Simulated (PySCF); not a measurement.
Species: C7H12N2.
Z-matrix (Å and degrees, PBE0-D3(BJ)/def2-SVP geometry), rows numbered from 1:
```
C 
C   1  1.3331
C   2  1.5030  1  124.93
C   3  1.5184  2  109.91  1   120.50
N   4  1.2806  3  112.77  2   101.36
N   5  1.3576  4  109.71  3     2.02
C   6  1.4431  5  115.94  4   156.80
C   7  1.5232  6  115.14  5   -67.61
C   6  1.4582  5  109.68  4    16.04
H   1  1.0952  2  121.32  3     0.98
H   1  1.0931  2  121.59  3  -178.98
H   2  1.0974  1  119.94  3   178.77
H   3  1.1006  2  109.54  1    -4.12
H   4  1.0915  3  125.57  2   -70.83
H   7  1.1024  6  107.22  5   168.76
H   7  1.1009  6  106.88  5    54.71
H   8  1.1005  7  110.60  6   178.14
H   8  1.1011  7  112.12  6   -61.92
H   8  1.1004  7  110.17  6    58.56
H   9  1.1091  3  110.09  2   149.91
H   9  1.1001  3  113.39  2    28.23
```

All values: PBE0/pcSseg-1 (PySCF, non-relativistic), on one gas-phase PBE0-D3(BJ)/def2-SVP geometry that isn't relaxed in the solvent. The solvent is an IEF-PCM continuum (van der Waals radii × 1.2). Specific hydrogen bonds and non-electrostatic terms are outside this model.

| run | E − E(gas) (kcal/mol) | HOMO (eV) | HOMO–LUMO gap (eV) | dipole (D) |
| --- | --- | --- | --- | --- |
| gas | 0.00 | -5.86 | 5.61 | 1.88 |
| P | -3.67 | -5.89 | 5.61 | 2.43 |
| Q | -4.99 | -5.92 | 5.61 | 2.68 |

Q: The runs were made in acetone and chloroform. Which run belongs to which solvent?

A: P = chloroform, Q = acetone. The dielectric constants are 4.711 (chloroform), 20.49 (acetone), and the energy falls further as ε rises. In this model the ground state sees the solvent through ε alone.

Q: How constant is the ratio of the lowering to (ε − 1)/(2ε + 1)?

A: 
| solvent | (ε − 1)/(2ε + 1) | E − E(gas) (kcal/mol) | ratio (kcal/mol) | polarisation term (kcal/mol) |
| --- | --- | --- | --- | --- |
| chloroform | 0.356 | -3.67 | -10.3 | -4.08 |
| acetone | 0.464 | -4.99 | -10.8 | -5.82 |

The ratio changes by +4.3 % in size from chloroform to acetone. The polarisation term is half the interaction of the solute with the induced surface charges.
